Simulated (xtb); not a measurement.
tungsten atom (W), quintet (GFN-xTB shapes and energies of metal compounds can be far from the true ones); xtb 6.7.1 with GFN2-xTB.

Input for xtb:
```
$ xtb mol.xyz --gfn 2 --uhf 4 --json

# file mol.xyz
1

W      0.00000000     0.00000000     0.00000000
```

The log (banner, timings and long lists left out):

```
   ID    Z sym.   atoms
    1   74 W      1

           -------------------------------------------------
          |                Calculation Setup                |
           -------------------------------------------------

           -------------------------------------------------
          |                 G F N 2 - x T B                 |
           -------------------------------------------------

          ...................................................
          :                      SETUP                      :
          :.................................................:
          :  # basis functions                  10          :
          :  # atomic orbitals                   9          :
          :  # shells                            3          :
          :  # electrons                         6          :
          :  max. iterations                   250          :
          :  Hamiltonian                  GFN2-xTB          :
          :  restarted?                      false          :
          :  GBSA solvation                  false          :
          :  PC potential                    false          :
          :  electronic temp.          300.0000000     K    :
          :  accuracy                    1.0000000          :
          :  -> integral cutoff          0.2500000E+02      :
          :  -> integral neglect         0.1000000E-07      :
          :  -> SCF convergence          0.1000000E-05 Eh   :
          :  -> wf. convergence          0.1000000E-03 e    :
          :  Broyden damping             0.4000000          :
          :  net charge                          0          :
          :  unpaired electrons                  4          :
          ...................................................

 iter      E             dE          RMSdq      gap      omega  full diag
   1     -2.2110609 -0.221106E+01  0.141E+01    0.00       0.0  T
   2     -2.2110609 -0.421885E-13  0.113E+01    0.00       0.0  T
   3     -2.2110609 -0.255795E-12  0.871E+00    0.00       0.0  T
   4     -2.2110609 -0.146416E-11  0.641E+00    0.00       0.0  T
   5     -2.2110609 -0.927747E-11  0.446E+00    0.00       0.0  T
   6     -2.2110609 -0.508256E-10  0.290E+00    0.00       0.0  T
   7     -2.2110609 -0.202535E-09  0.173E+00    0.00       0.0  T
   8     -2.2110609  0.172617E-09  0.931E-01    0.00       0.0  T
   9     -2.2110609 -0.116462E-09  0.466E-01    0.00       0.0  T
  10     -2.2110609  0.360405E-09  0.372E-01    0.00       0.0  T
  11     -2.2110607  0.210530E-06  0.290E-01    0.00       0.0  T
  12     -2.2109758  0.848362E-04  0.862E-01    0.00       0.0  T
  13     -2.1810876  0.298883E-01  0.156E+01    0.00       0.0  T
  14     -1.3494998  0.831588E+00  0.861E+01    0.35       0.3  T
  15      3.4917863  0.484129E+01  0.227E+02    1.63       1.6  T
  16      3.6758920  0.184106E+00  0.244E+02    0.13       0.1  T
  17      3.5031062 -0.172786E+00  0.230E+02    1.42       1.4  T
  18      3.2829126 -0.220194E+00  0.218E+02    0.98       1.0  T
  19      3.8123689  0.529456E+00  0.207E+02    1.80       1.8  T
  20      6.2248054  0.241244E+01  0.242E+02    1.25       1.3  T
  21      3.2166193 -0.300819E+01  0.185E+02    1.28       1.3  T
  22      3.6361350  0.419516E+00  0.210E+02    0.13       0.1  T
  23      3.5396792 -0.964558E-01  0.216E+02    1.61       1.6  T
  24      3.2372183 -0.302461E+00  0.222E+02    1.23       1.2  T
  25      3.7576873  0.520469E+00  0.249E+02    5.00       5.0  T
  26      3.5606265 -0.197061E+00  0.243E+02    0.37       0.4  T
  27      3.3707480 -0.189878E+00  0.206E+02    1.70       1.7  T
  28      3.7864592  0.415711E+00  0.216E+02    4.16       4.2  T
  29      3.5567050 -0.229754E+00  0.217E+02    0.94       0.9  T
  30      3.3443639 -0.212341E+00  0.224E+02    1.57       1.6  T
  31      3.7827014  0.438337E+00  0.250E+02    4.32       4.3  T
  32      3.5572202 -0.225481E+00  0.243E+02    0.88       0.9  T
[...]
 213      3.3499239 -0.207331E+00  0.206E+02    1.60       1.6  T
 214      3.7826033  0.432679E+00  0.216E+02    4.30       4.3  T
 215      3.5572553 -0.225348E+00  0.217E+02    0.88       0.9  T
 216      3.3499239 -0.207331E+00  0.224E+02    1.60       1.6  T
 217      3.7826033  0.432679E+00  0.249E+02    4.30       4.3  T
 218      3.5572553 -0.225348E+00  0.243E+02    0.88       0.9  T
 219      3.3499239 -0.207331E+00  0.206E+02    1.60       1.6  T
 220      3.7826033  0.432679E+00  0.216E+02    4.30       4.3  T
 221      3.5572553 -0.225348E+00  0.217E+02    0.88       0.9  T
 222      3.3499239 -0.207331E+00  0.224E+02    1.60       1.6  T
 223      3.7826033  0.432679E+00  0.249E+02    4.30       4.3  T
 224      3.5572553 -0.225348E+00  0.243E+02    0.88       0.9  T
 225      3.3499239 -0.207331E+00  0.206E+02    1.60       1.6  T
 226      3.7826033  0.432679E+00  0.216E+02    4.30       4.3  T
 227      3.5572553 -0.225348E+00  0.217E+02    0.88       0.9  T
 228      3.3499239 -0.207331E+00  0.224E+02    1.60       1.6  T
 229      3.7826033  0.432679E+00  0.249E+02    4.30       4.3  T
 230      3.5572553 -0.225348E+00  0.243E+02    0.88       0.9  T
 231      3.3499239 -0.207331E+00  0.206E+02    1.60       1.6  T
 232      3.7826033  0.432679E+00  0.216E+02    4.30       4.3  T
 233      3.5572553 -0.225348E+00  0.217E+02    0.88       0.9  T
 234      3.3499239 -0.207331E+00  0.224E+02    1.60       1.6  T
 235      3.7826033  0.432679E+00  0.249E+02    4.30       4.3  T
 236      3.5572553 -0.225348E+00  0.243E+02    0.88       0.9  T
 237      3.3499239 -0.207331E+00  0.206E+02    1.60       1.6  T
 238      3.7826033  0.432679E+00  0.216E+02    4.30       4.3  T
 239      3.5572553 -0.225348E+00  0.217E+02    0.88       0.9  T
 240      3.3499239 -0.207331E+00  0.224E+02    1.60       1.6  T
 241      3.7826033  0.432679E+00  0.249E+02    4.30       4.3  T
 242      3.5572553 -0.225348E+00  0.243E+02    0.88       0.9  T
 243      3.3499239 -0.207331E+00  0.206E+02    1.60       1.6  T
 244      3.7826033  0.432679E+00  0.216E+02    4.30       4.3  T
 245      3.5572553 -0.225348E+00  0.217E+02    0.88       0.9  T
 246      3.3499239 -0.207331E+00  0.224E+02    1.60       1.6  T
 247      3.7826033  0.432679E+00  0.249E+02    4.30       4.3  T
 248      3.5572553 -0.225348E+00  0.243E+02    0.88       0.9  T
 249      3.3499239 -0.207331E+00  0.206E+02    1.60       1.6  T
 250      3.7826033  0.432679E+00  0.216E+02    4.30       4.3  T

   *** convergence criteria cannot be satisfied within 250 iterations ***

         #    Occupation            Energy/Eh            Energy/eV
      -------------------------------------------------------------
         1        2.0000           -0.5773713             -15.7111
         2        1.0000           -0.4522673             -12.3068
         3        1.0000           -0.4451795             -12.1139
         4        1.0000           -0.4291801             -11.6786
         5        1.0000           -0.3241226              -8.8198 (HOMO)
         6                         -0.1659548              -4.5159 (LUMO)
         7                         -0.1410582              -3.8384
         8                          0.2043139               5.5597
         9                          0.8840479              24.0562
      -------------------------------------------------------------
                  HL-Gap            0.1581678 Eh            4.3040 eV
             Fermi-level           -0.3799290 Eh          -10.3384 eV

ERROR STOP

Error termination. Backtrace:

########################################################################
[ERROR] Program stopped due to fatal error
-3- Single point calculation terminated
-2- xtb_calculator_singlepoint: Electronic structure method terminated
-1- scf: Self consistent charge iterator did not converge
########################################################################

abnormal termination of xtb
```

Convergence was not reached.
